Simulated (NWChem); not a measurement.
System: GeSiH4OF2; SMILES F[SiH](F)[O][GeH3]

NWChem input:

```
start job
memory heap 200 mb stack 900 mb global 1100 mb
geometry units angstroms
  Si     1.544093    -0.410658     0.298515
  F      1.317061    -0.838459     1.818493
  F      2.095254     1.070668     0.456246
  O      0.162314    -0.416451    -0.498734
  Ge    -1.483221     0.192454    -0.568967
  H      2.467287    -1.270913    -0.380259
  H     -2.165497    -0.246070     0.685711
  H     -1.996345    -0.474290    -1.805805
  H     -1.378121     1.685586    -0.692611
end
basis spherical
  * library 6-31g*
end
dft
  xc b3lyp
  iterations 150
end
driver
  maxiter 120
end
task dft optimize
task dft freq
```

B3LYP is NWChem's, with the RPA form of VWN correlation.

The level has its own optimisation; frequencies are unscaled.

What results follow from this input? (B3LYP/6-31G* (spherical d).) Quantities: r F–Si (Å); r O–Si (Å); r H–Si (Å); r Ge–O (Å); highest harmonic frequency (cm⁻¹); lowest (cm⁻¹); zero-point energy (kcal/mol); dipole (D).


```json
{
 "r F–Si (Å)": "1.604",
 "r O–Si (Å)": "1.620",
 "r H–Si (Å)": "1.468",
 "r Ge–O (Å)": "1.813",
 "highest harmonic frequency (cm⁻¹)": "2372",
 "lowest (cm⁻¹)": "37",
 "zero-point energy (kcal/mol)": "27.2",
 "dipole (D)": "2.03"
}
```
